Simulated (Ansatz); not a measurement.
arsine (SMILES [AsH3]) moved off its minimum; all values from Ansatz (a quantum-chemistry and plane-wave program), cores frozen in correlated methods.
(charge 0, multiplicity 1)
```xyz
4

As    -0.13138     0.01942     0.10792
H     -0.69705    -1.15118    -0.83535
H     -0.50689     1.03296    -0.63140
H      1.23325    -0.05627    -0.75369
```

```json
[
 {"level": "HF/def2-TZVPP", "largest force (eV/Å)": "7.03", "on atom": "As1", "rms difference from CCSD(T)/aug-cc-pVTZ (eV/Å)": "0.284", "dipole (D)": "0.60"},
 {"level": "PBE/def2-TZVPP", "largest force (eV/Å)": "6.94", "on atom": "As1", "rms difference from CCSD(T)/aug-cc-pVTZ (eV/Å)": "0.129", "dipole (D)": "0.50"},
 {"level": "r2SCAN/def2-TZVPP", "largest force (eV/Å)": "6.82", "on atom": "As1", "rms difference from CCSD(T)/aug-cc-pVTZ (eV/Å)": "0.119", "dipole (D)": "0.56"},
 {"level": "B3LYP/def2-TZVPP", "largest force (eV/Å)": "6.84", "on atom": "As1", "rms difference from CCSD(T)/aug-cc-pVTZ (eV/Å)": "0.083", "dipole (D)": "0.49"},
 {"level": "wB97M-V/def2-TZVPP", "largest force (eV/Å)": "6.83", "on atom": "As1", "rms difference from CCSD(T)/aug-cc-pVTZ (eV/Å)": "0.161", "dipole (D)": "0.52"},
 {"level": "MP2/aug-cc-pVTZ", "largest force (eV/Å)": "7.03", "on atom": "As1", "rms difference from CCSD(T)/aug-cc-pVTZ (eV/Å)": "0.130", "dipole (D)": "0.52"},
 {"level": "CCSD(T)/aug-cc-pVTZ", "largest force (eV/Å)": "7.02", "on atom": "As1", "rms difference from CCSD(T)/aug-cc-pVTZ (eV/Å)": "0.000", "dipole (D)": "0.53"}
]
```

The differences count from one level among others, with limits of its own. Forces at CCSD(T)/aug-cc-pVTZ (eV/Å):

| atom | Fx | Fy | Fz |
|---|---|---|---|
| As1 | 2.945 | -5.978 | 2.192 |
| H2 | 0.159 | 1.045 | 0.661 |
| H3 | -2.208 | 4.883 | -3.747 |
| H4 | -0.896 | 0.050 | 0.895 |
